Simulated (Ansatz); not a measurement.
Reactions of `[OH][Ti]([F])([F])[Br]`.

Gas-phase electronic energies from Ansatz, PBE0-D4/def2-TZVP geometries. CBS: MP2 limit from def2 TZ/QZ plus the TZ coupled-cluster correction, frozen cores. This one scheme is used for every species. For Br, Ge, Ti outer-core shells are correlated without core-valence functions, which leaves a few kJ/mol of doubt a bond. Scalar relativity is left out up to krypton. Each species was taken in one conformer, which may not be the lowest.

Problem. Order these by ΔE at CCSD(T)/CBS, lowest first. (An estimate is asked.)
A. `[OH][Ti]([F])([F])[Br]` + `C=C([SiH3])Br` → `[F][Ti]([F])([Br])[Br]` + `C=C(O)[SiH3]`
B. `[OH][Ti]([F])([F])[Br]` + HBr → `[F][Ti]([F])([Br])[Br]` + H₂O
C. `[OH][Ti]([F])([F])[Br]` + `[SH][GeH3]` → `[OH][Ti]([F])([F])[SH]` + `[GeH3][Br]`
D. `[OH][Ti]([F])([F])[Br]` + H₂O → `[OH][Ti]([OH])([F])[F]` + HBr

Solution. B (-22.9 kJ/mol), A (+8.5 kJ/mol), C (+21.6 kJ/mol), D (+30.5 kJ/mol).

Largest T1 diagnostic: 0.024, for `[OH][Ti]([F])([F])[SH]`.
